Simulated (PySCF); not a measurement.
C4H11ClSi.
Structure used (PBE0-D3(BJ)/def2-SVP), in Å, numbered top down from 1:
```
atom  x, y, z in Å
C1     1.8458    1.1868    2.3752
C2     1.9893    0.3313    1.1146
C3     0.9840    0.7783    0.0482
C4     1.7869   -1.1480    1.4505
Si5    3.7175    0.5778    0.3832
Cl6    5.1464   -0.0476    1.7589
H7     0.8406    1.0566    2.8126
H8     2.5842    0.9037    3.1415
H9     1.9774    2.2595    2.1601
H10    1.1173    1.8373   -0.2278
H11   -0.0469    0.6664    0.4271
H12    1.0626    0.1752   -0.8710
H13    0.7785   -1.3091    1.8698
H14    2.5193   -1.4967    2.1950
H15    1.8818   -1.7883    0.5587
H16    3.9760    2.0173    0.0856
H17    3.8976   -0.2333   -0.8566
```

Level: PBE0/pcSseg-1 and CAM-B3LYP/def2-SVPD in PySCF, non-relativistic, on one gas-phase PBE0-D3(BJ)/def2-SVP geometry that isn't relaxed in the solvent. The solvent is an IEF-PCM continuum (cavity from Bondi-type radii × 1.2). The model holds no explicit solvent molecules, cavitation or dispersion.

Gas phase at PBE0/pcSseg-1: HOMO -8.06 eV, LUMO 0.39 eV, dipole 2.21 D.

Question: What does the continuum do to the energy, the frontier levels and the dipole at PBE0/pcSseg-1 in chloroform?

Answer: 
| solvent | ε | E(solvent) − E(gas) (kcal/mol) | polarisation term (kcal/mol) | distortion of the solute (kcal/mol) | HOMO (eV) | LUMO (eV) | dipole (D) |
| --- | --- | --- | --- | --- | --- | --- | --- |
| chloroform | 4.711 | -1.38 | -1.54 | 0.16 | -7.93 | 0.48 | 2.67 |

The polarisation term is half the interaction of the solute with the surface charges that it induces; the rest is the cost of distorting the solute's density. The sum is the electrostatic part of solvation alone.

Question: Which radius a makes the point-dipole formula ΔE = −[(ε − 1)/(2ε + 1)]·μ²/a³ give the value in chloroform, with the gas-phase dipole?

Answer: μ = 0.870 au and |ΔE| = 0.00220 Eh give a = 2.63 Å; the farthest nucleus lies 3.12 Å from the centroid of the nuclei, so such a sphere wouldn't even hold the nuclei. The formula assumes a rigid point dipole at the centre of a sphere.

Question: Give the dipole vector in the frame of the coordinates (D, pointing from negative to positive charge), gas and chloroform.

Answer: Gas (-2.05, 0.38, -0.73), solvent (-2.45, 0.48, -0.95). Its length changes by +21 % and its direction by 2°.

Question: Which ESP-fitted charges (PBE0/pcSseg-1) respond most in chloroform (means over atoms taken as equivalent)?

Answer: 
| atoms | environment | gas (e) | solvent (e) | change |
| --- | --- | --- | --- | --- |
| C2 | sp3 carbon bound to silicon | +0.477 | +0.513 | +0.036 |
| Cl6 | silicon-bound chlorine | -0.203 | -0.234 | -0.031 |
| C1/C3/C4 | methyl carbon | -0.514 | -0.533 | -0.019 |
| Si5 | chlorine-bound silicon | +0.201 | +0.219 | +0.018 |
| H7 (×9) | methyl hydrogen | +0.128 | +0.132 | +0.004 |
| H16/H17 | Si–H hydrogen | -0.042 | -0.043 | -0.001 |

Gas phase at CAM-B3LYP/def2-SVPD: HOMO -9.36 eV, LUMO 1.05 eV, dipole 2.07 D.

Question: What does the continuum do to the energy, the frontier levels and the dipole at CAM-B3LYP/def2-SVPD in chloroform?

Answer: 
```json
{"solvent": "chloroform", "ε": "4.711", "E(solvent) − E(gas) (kcal/mol)": "-1.34", "polarisation term (kcal/mol)": "-1.51", "distortion of the solute (kcal/mol)": "0.17", "HOMO (eV)": "-9.22", "LUMO (eV)": "1.10", "dipole (D)": "2.56"}
```

The atom shares or the degeneracy of the LUMO differ from the gas phase in chloroform, so that column needn't follow one orbital.

Question: How does the static polarisability (CAM-B3LYP/def2-SVPD, frozen core, with the continuum's full static response) change?

Answer: 
| medium | isotropic (au) | principal values (au) | ⟨r²⟩ of the electrons (bohr²) |
| --- | --- | --- | --- |
| gas | 89.3 | 82.5, 86.9, 98.6 | 1048.7 |
| chloroform | 111.7 | 104.4, 109.5, 121.3 | 1048.9 |

The isotropic value in chloroform is 1.25 times the gas-phase one; no cavity-field correction is applied. ⟨r²⟩ is taken about the centre of nuclear charge.

On an INTEL XEON PLATINUM 8581C at 2.30 GHz with one thread, on a shared host, this took 17 s of wall time and 0.96 GiB of memory at its peak. This is the whole shielding run at PBE0/pcSseg-1 in chloroform, SCF included.
